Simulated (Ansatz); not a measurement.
Reaction (cleavage of the B–Si bond): `C[SiH2]B1N[SiH2]1` + H₂Te → `[TeH]B1N[SiH2]1` + `C[SiH3]`

Computed with Ansatz on PBE0-D4/def2-TZVP structures; ΔE is electronic, products minus reactants. CCSD(T)/CBS adds triple-zeta CCSD(T) − MP2 to the extrapolated MP2 energy (def2 sets, frozen cores). This one scheme is used for every species. Functionals use def2-TZVPP. def2 core potentials past Kr. For Te outer-core shells are correlated without core-valence functions, which leaves a few kJ/mol of doubt a bond. Each species was taken in one conformer, which may not be the lowest.

`C[SiH2]B1N[SiH2]1`:

Cartesian coordinates in Å:
```
C 1.114 -0.976 1.871
Si 0.138 -1.343 0.308
B -0.419 0.287 -0.699
N -0.322 1.661 -0.624
Si -1.235 1.369 -2.092
H 1.394 -1.899 2.384
H 0.525 -0.370 2.564
H 2.030 -0.428 1.638
H 0.954 -2.198 -0.602
H -1.086 -2.121 0.653
H 0.090 2.334 0.005
H -2.628 1.881 -2.065
H -0.556 1.804 -3.339
```

H₂Te:

Cartesian coordinates in Å:
```
Te -0.322 0.668 -0.234
H -0.871 -0.674 0.566
H 1.193 0.006 -0.332
```

`[TeH]B1N[SiH2]1`:

Z-matrix (Å, degrees):
```
Si
B 1 1.925
N 1 1.751 2 43.9
H 1 1.484 2 124.8 3 -92.0
H 1 1.484 2 124.8 3 92.0
Te 2 2.130 1 162.0 3 -180.0
H 3 1.008 1 147.1 2 -180.0
H 6 1.655 2 93.1 1 -0.0
```

`C[SiH3]`:

```xyz
8

C     0.818    0.548   -0.073
Si   -0.732   -0.490    0.065
H     1.273    0.436   -1.060
H     1.554    0.248    0.676
H     0.591    1.605    0.078
H    -1.732   -0.081   -0.958
H    -1.352   -0.334    1.409
H    -0.420   -1.931   -0.138
```

(1) Is it downhill or uphill in electronic energy at CCSD(T)/CBS, and by how much? (Best estimate.)

(2) What do these levels give: PBE-D4, PBE0-D4, ωB97X-V, SCS-MP2/def2-TZVPP, MP2/def2-QZVPP, HF/CBS(def2)? (An estimate is asked.)

Largest T1 diagnostic among the species: 0.014.

Results:

(1) Ansatz gave: Downhill: ΔE = -62.5 kJ/mol.

(2) Computed: PBE-D4 -54.7, PBE0-D4 -56.6, ωB97X-V -55.8, SCS-MP2/def2-TZVPP -68.1, MP2/def2-QZVPP -74.0, HF/CBS(def2) -61.2 kJ/mol.
